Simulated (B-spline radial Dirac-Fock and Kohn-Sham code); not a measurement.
**Pb²⁺ 3p1/2: cross section and angular parameters**

System: lead as Pb²⁺, configuration [Xe] 4f14 5d10 6s2; threshold 3567.8 eV (orbital energy of the model). Model: Dirac-Hartree-Slater photoionisation with a Latter tail; cross sections with all multipoles, angular parameters from the dipole term and its interference with E2. Program: a radial atomic solver.

The run's input, task.json:

```json
{"items": [{
  "Z": 82,
  "q": 2,
  "cfg": [[1, 0, 2], [2, 0, 2], [2, 1, 6], [3, 0, 2], [3, 1, 6], [3, 2, 10], [4, 0, 2], [4, 1, 6], [4, 2, 10], [4, 3, 14], [5, 0, 2], [5, 1, 6], [5, 2, 10], [6, 0, 2]],
  "A": 208,
  "rrms": 5.5012,
  "do": "xps",
  "hv": [53.1, 55.8, 70.4, 80, 130.0, 164.0, 218.0, 404.0, 482.0, 490.0, 603.0, 859.0, 1000, 1060.0, 1253.6, 1320.0, 1510.0, 2800.0, 2984.4, 3000.0, 4000, 5414.7, 5580.0, 7720.0, 8710.0, 9000.0, 11200.0, 11500.0, 12000, 15000]
}]}
```

Command: `python xray2_run.py task.json out`

For linearly polarised light dσ/dΩ = σ/(4π) [1 + β P₂(cos θ) + (δ + γ cos²θ) sin θ cos φ], with θ from the polarisation vector and φ the angle between the beam and the projection of the electron momentum on the plane normal to the polarisation.

```
hν (eV)  σ (kb)      β      γ       δ
   4000    27.6  1.089  0.587   0.140
 5414.7    18.0  1.499  0.132   0.011
   5580       ?      ?      ?       ?
   7720    9.77  1.589  0.025  -0.001
   8710    7.75  1.592  0.100   0.001
   9000    7.26  1.592  0.127   0.001
  11200    4.65  1.578  0.367   0.007
  11500    4.39  1.575  0.402   0.008
  12000    4.01  1.570  0.461   0.009
  15000    2.45  1.536  0.811   0.021
```

Problem. Give the values at 5580 eV.

Solution. σ = 17.2 kb, β = 1.514, γ = 0.099, δ = 0.009.

Values without a named source are computed, but for edge energies of neutral atoms, which are taken from tables.
